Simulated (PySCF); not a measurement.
**Orbital levels and atomic charges**

System: C9H14F6O4S2 (electrolyte solvent and additive), SMILES CC(C)(C)S(=O)(=O)CCS(=O)(=O)C(C(F)(F)F)C(F)(F)F.

Cartesian coordinates (Å):
```
  1 C    -3.363    0.678   -1.441
  2 C    -2.770   -0.081   -0.267
  3 C    -3.742   -0.234    0.886
  4 C    -2.134   -1.387   -0.691
  5 S    -1.426    1.051    0.337
  6 O    -0.618    1.515   -0.775
  7 O    -2.012    2.078    1.156
  8 C    -0.176    0.174    1.371
  9 C     1.096    0.902    1.043
 10 S     1.480    0.616   -0.741
 11 O     0.808   -0.527   -1.278
 12 O     1.816    1.753   -1.522
 13 C     3.271   -0.168   -0.578
 14 C     3.157   -1.631   -0.218
 15 F     4.308   -2.165    0.226
 16 F     2.261   -1.834    0.769
 17 F     2.774   -2.380   -1.246
 18 C     4.189    0.590    0.351
 19 F     5.474    0.528   -0.009
 20 F     4.131    0.145    1.620
 21 F     3.874    1.891    0.416
 22 H    -2.602    0.816   -2.205
 23 H    -3.705    1.658   -1.118
 24 H    -4.202    0.131   -1.865
 25 H    -4.601   -0.827    0.577
 26 H    -3.264   -0.729    1.728
 27 H    -4.086    0.743    1.213
 28 H    -2.826   -1.945   -1.319
 29 H    -1.228   -1.199   -1.262
 30 H    -1.888   -2.007    0.169
 31 H    -0.111   -0.867    1.071
 32 H    -0.455    0.276    2.416
 33 H     1.927    0.537    1.637
 34 H     0.989    1.979    1.146
 35 H     3.652   -0.079   -1.598
```

Method: PBE0/6-31G*, gas phase, PySCF, fitting set def2-universal-JFIT up to Ne and JKFIT beyond, grid level 1.

Task: Give the orbital energies near the gap.

Result: 
| orbital | eV |
| --- | --- |
| HOMO-4 | -9.25 |
| HOMO-3 | -9.11 |
| HOMO-2 | -8.91 |
| HOMO-1 | -8.41 |
| HOMO | -8.01 |
| LUMO | 0.18 |
| LUMO+1 | 0.76 |
| LUMO+2 | 0.94 |
| LUMO+3 | 1.70 |

Task: Give the partial charges of the non-hydrogen atoms.

Result: 
```
atom  Mulliken    IAO  Hirshfeld
  C1     -0.55  -0.43      -0.10
  C2     -0.20  -0.09       0.04
  C3     -0.53  -0.43      -0.11
  C4     -0.57  -0.44      -0.11
  S5      1.23   1.91       0.49
  O6     -0.59  -0.88      -0.26
  O7     -0.53  -0.89      -0.32
  C8     -0.60  -0.46      -0.06
  C9     -0.62  -0.44      -0.06
 S10      1.31   1.98       0.48
 O11     -0.56  -0.88      -0.29
 O12     -0.50  -0.84      -0.29
 C13     -0.75  -0.43      -0.09
 C14      1.00   0.81       0.24
 F15     -0.30  -0.28      -0.09
 F16     -0.31  -0.29      -0.09
 F17     -0.29  -0.26      -0.08
 C18      0.99   0.80       0.25
 F19     -0.29  -0.27      -0.09
 F20     -0.30  -0.28      -0.08
 F21     -0.29  -0.27      -0.08
```
